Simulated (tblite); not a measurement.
C8H9OP.
Geometry (GFN2-xTB, Å), atoms numbered from 1 in this order:
```
atom  x, y, z in Å
O1     2.092    2.365   -0.407
P2     2.499    1.027    0.028
C3     2.277   -0.480   -0.929
C4     1.403   -0.383    0.372
C5    -0.059   -0.231    0.260
C6    -0.628    0.582   -0.716
C7    -2.001    0.721   -0.799
C8    -2.826    0.049    0.086
C9    -2.270   -0.759    1.063
C10   -0.897   -0.896    1.151
H11    3.645    0.927    0.792
H12    1.728   -0.395   -1.857
H13    3.010   -1.272   -0.935
H14    1.711   -1.072    1.150
H15    0.008    1.118   -1.404
H16   -2.428    1.360   -1.558
H17   -3.898    0.158    0.019
H18   -2.907   -1.284    1.759
H19   -0.468   -1.526    1.918
```

Level: GFN2-xTB in tblite, geometry and Hessian alike; calculated harmonic values, unscaled, isolated species. This tight-binding method is rough: wavenumbers can miss measured ones by several per cent, in bad cases by 10 to 20. Modes of hydrogen on phosphorus can be 10 to 20 % off. One conformer, not necessarily the lowest.

Harmonic wavenumbers (cm⁻¹): 47.9, 98.5, 140.5, 225.4, 275.8, 333.7, 353.0, 375.0, 494.5, 513.0, 585.6, 589.0, 657.5, 679.1, 717.5, 753.6, 763.1, 833.6, 872.9, 890.6, 899.2, 926.0, 930.8, 955.3, 993.1, 1013.7, 1038.9, 1073.5, 1087.9, 1129.2, 1182.0, 1185.1, 1205.3, 1280.7, 1289.5, 1306.3, 1327.1, 1386.3, 1439.4, 1478.0, 1587.8, 1600.7, 2358.4, 3024.7, 3053.1, 3065.6, 3078.9, 3082.8, 3084.3, 3093.5, 3099.8.

A = 2737, B = 723.6, C = 641.9 MHz; mass 152.039 u (most abundant isotopes); point group C1, symmetry number 1.

Problem. Zero-point energy?

Solution. ½Σν̃ = 31728 cm⁻¹ = 379.56 kJ/mol.

Problem. What is S at 298.15 K and 1 bar for an ideal gas of classical rigid rotors and harmonic oscillators?

Solution. Translation 171.51, rotation 125.16, vibration 98.58: S = 395.3 J/(mol K).

Problem. And Cp and H(298.15 K) − H(0)?

Solution. Cp = 157.70 J/(mol K), of which vibrations give 124.44 (their classical limit is 51 R = 424.0); H(298.15 K) − H(0) = 26.41 kJ/mol without the zero-point energy, 16.50 from vibrations.

Problem. What must be added to the electronic energy to get the Gibbs energy at 298.15 K and 1 bar?

Solution. ZPE + [H(298.15 K) − H(0)] − T·S = 379.56 + 26.41 − 117.85 = 288.12 kJ/mol.

Problem. Blend soft modes into free rotors: weight 1/[1 + (100 cm⁻¹/ν̃)⁴] for the oscillator and the rest for a rotor with moment μB/(μ + B), μ = h/(8π²ν), B = 10⁻⁴⁴ kg m². What vibrational entropy results?

Solution. 91.88 J/(mol K) in place of 98.58, which changes −T·S at 298.15 K by +2.00 kJ/mol.

Hindered rotation and anharmonicity are outside this model. Other conformers, if any are populated, would add a mixing term that is left out. The structure is chiral; the term R ln 2 for an equal mix with its mirror image is left out.
